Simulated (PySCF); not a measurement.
B(Me)(Et)(NH2) (C3H10BN), SMILES B(N)(CC)C.

Geometry optimised at r2SCAN-D4/def2-SVP. Other conformers were not sampled.

Calculation: TDDFT-B3LYP/def2-SVPD (PySCF 2.14.0).

Vertical excitations. The molecule is in vacuum. State labels are in the subgroup Cs.

List the lowest excited states. (The exact figures need the calculation; the answer reports its results.)


```json
[
 {"state": "S1", "symmetry": "A\"", "energy (eV)": "6.92", "λ (nm)": "179", "f": "0.022", "main pairs": "HOMO→LUMO 98 %"},
 {"state": "S2", "symmetry": "A'", "energy (eV)": "7.11", "λ (nm)": "174", "f": "0.006", "main pairs": "HOMO−1→LUMO 99 %"},
 {"state": "S3", "symmetry": "A\"", "energy (eV)": "7.43", "λ (nm)": "167", "f": "0.000", "main pairs": "HOMO−1→LUMO+1 98 %"},
 {"state": "S4", "symmetry": "A\"", "energy (eV)": "8.01", "λ (nm)": "155", "f": "0.003", "main pairs": "HOMO→LUMO+2 95 %"},
 {"state": "S5", "symmetry": "A'", "energy (eV)": "8.07", "λ (nm)": "154", "f": "0.046", "main pairs": "HOMO−1→LUMO+2 78 %, HOMO−2→LUMO 21 %"},
 {"state": "S6", "symmetry": "A\"", "energy (eV)": "8.16", "λ (nm)": "152", "f": "0.008", "main pairs": "HOMO→LUMO+3 91 %"},
 {"state": "S7", "symmetry": "A'", "energy (eV)": "8.20", "λ (nm)": "151", "f": "0.001", "main pairs": "HOMO−2→LUMO 64 %, HOMO−1→LUMO+2 16 %, HOMO−1→LUMO+3 11 %"},
 {"state": "S8", "symmetry": "A'", "energy (eV)": "8.28", "λ (nm)": "150", "f": "0.222", "main pairs": "HOMO→LUMO+1 81 %"},
 {"state": "S9", "symmetry": "A'", "energy (eV)": "8.31", "λ (nm)": "149", "f": "0.038", "main pairs": "HOMO−1→LUMO+3 79 %, HOMO−2→LUMO 12 %"},
 {"state": "S10", "symmetry": "A\"", "energy (eV)": "8.35", "λ (nm)": "148", "f": "0.003", "main pairs": "HOMO−3→LUMO 94 %"},
 {"state": "T1", "symmetry": "A'", "energy (eV)": "6.56", "λ (nm)": "189", "f": "0", "main pairs": "HOMO→LUMO+1 96 %"},
 {"state": "T2", "symmetry": "A\"", "energy (eV)": "6.70", "λ (nm)": "185", "f": "0", "main pairs": "HOMO→LUMO 94 %"},
 {"state": "T3", "symmetry": "A\"", "energy (eV)": "6.98", "λ (nm)": "178", "f": "0", "main pairs": "HOMO−1→LUMO+1 98 %"},
 {"state": "T4", "symmetry": "A'", "energy (eV)": "7.02", "λ (nm)": "177", "f": "0", "main pairs": "HOMO−1→LUMO 98 %"}
]
```
Triplets are in the Tamm–Dancoff approximation, which puts them higher than full response would, so one can lie above its singlet here.
